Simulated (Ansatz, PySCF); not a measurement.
Reaction (SMILES): [Br][Cs] → [Cs][Br] as doublet, charge -1 (an electron is taken up)

Property: adiabatic electron affinity (0 K, with zero-point energies), in eV. Positive where the reaction releases energy. Terms: spin-orbit terms left out; open shells spin-unrestricted; frozen cores in correlated levels (noble-gas shells and the d and f shells of earlier blocks; the outer core of K, Ca and congeners matters and is frozen too); LANL2DZ with its own core potentials from Na on; def2 sets with scalar-relativistic core potentials past Kr. First-principles rows: single points at B3LYP-D3(BJ) geometries (Ansatz, a quantum-chemistry and plane-wave program), with unscaled harmonic terms from B3LYP/6-31G* (LANL2DZ past Ar) (Ansatz) at its own minima. The spin state of an ion or metal species was assumed, not searched.

| level | program | adiabatic electron affinity (0 K, with zero-point energies) (eV) |
|---|---|---|
| SVWN5/LANL2DZ | Ansatz | 0.88 |
| PBE/LANL2DZ | Ansatz | 0.83 |
| PBE/def2-SVP | Ansatz | 0.54 |
| BP86/LANL2DZ | PySCF | 0.91 |
| BP86/def2-SVP | PySCF | 0.60 |
| B3LYP/LANL2DZ | Ansatz | 0.85 |
| B3LYP/def2-SVP | Ansatz | 0.55 |
| PBE0/LANL2DZ | Ansatz | 0.81 |
| MP2/LANL2DZ | Ansatz | 0.54 |
| B3LYP-D3(BJ)/def2-TZVPD | Ansatz + dftd3 | 0.60 |
| PBE0/def2-TZVPD | Ansatz | 0.56 |
| B2PLYP-D3(BJ)/def2-TZVPD | Ansatz + dftd3 | 0.47 |

No value to compare with is used here. The 9 habitual levels span 0.54 (MP2/LANL2DZ) to 0.91 eV (BP86/LANL2DZ); PBE0/def2-TZVPD gives 0.56.

The levels are drawn from those run, B3LYP/6-31G* more often than the rest, none by its result; left out are runs that failed, that the program found above a lower state of the same kind, or whose <S^2> lies over 0.5 above the pure value.
